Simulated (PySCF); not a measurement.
**Spin states of RbMg**

Unrestricted PBE0; Rb def2-SVPD with ECP28, Mg def2-SVPD; scalar-relativistic core potentials (PySCF 2.14). Outer shells of the fragments: Rb 5s1; Mg 3s2.

Followed along the bond (rough minima from three points):

| 2Ms+1 | unpaired | ⟨S²⟩ at the start | R at minimum (Å) | Te (eV) |
| --- | --- | --- | --- | --- |
| 2 | σ ↑ | 0.76 | 4.13 | 0.00 |
| 2 | π ↑ | 0.76 | 3.46 | 0.79 |
| 4 | σ ↑↑, π ↑ | 3.75 | 3.96 | 2.34 |

Solutions found at the starting distance of 3.415 Å, counted from the lowest of them; the search is not exhaustive and high or unbound solutions are not listed, so other states can lie among these:

```
2Ms+1   unpaired   term  E (eV)  ⟨S²⟩  ⟨Lz²⟩  μ (D)
    2        σ ↑    ²Σ⁺    0.00  0.76   0.00  -1.92
    2        π ↑     ²Π    0.63  0.76   1.01  -8.20
    2        δ ↑     ²Δ    2.28  0.75   4.00   1.81
    4  σ ↑↑, π ↑     ⁴Π    2.29  3.75   1.00  -5.35
    4  σ ↑, π ↑↑    ⁴Σ⁻    2.77  3.75   0.00  -9.11
    2  σ ↑↑, π ↓  mixed    2.95  1.75   1.01  -5.40
    4      σ ↑↑↑    ⁴Σ⁺    3.08  3.75   0.00   3.42
    2  σ ↑, π ↑↓  mixed    3.39  1.75   2.01  -8.23
    2        σ ↑  mixed    3.79  0.94   2.00  -5.95
    4  σ ↑, π ↑↑  mixed    4.28  3.75   2.00   5.28
```

A term symbol is given only where ⟨S²⟩ and ⟨Lz²⟩ are close to those of a pure state; real π, δ and φ orbitals otherwise mix terms. A positive dipole means Rb(−)Mg(+).

Question: Compare the gap between the two lowest followed solutions at the starting distance with the gap between their minima.

Answer: At PBE0 the second solution (doublet, unpaired electrons π ↑) lies +0.63 eV from the first (doublet, unpaired electrons σ ↑) at 3.415 Å and +0.79 eV at the minima; the two curves relax by different amounts, since their minima lie near 3.46 and 4.13 Å.

Spin–orbit coupling is left out. Counting both spins, an empty level lies below a filled one in some of these solutions, because spin and occupation are held.
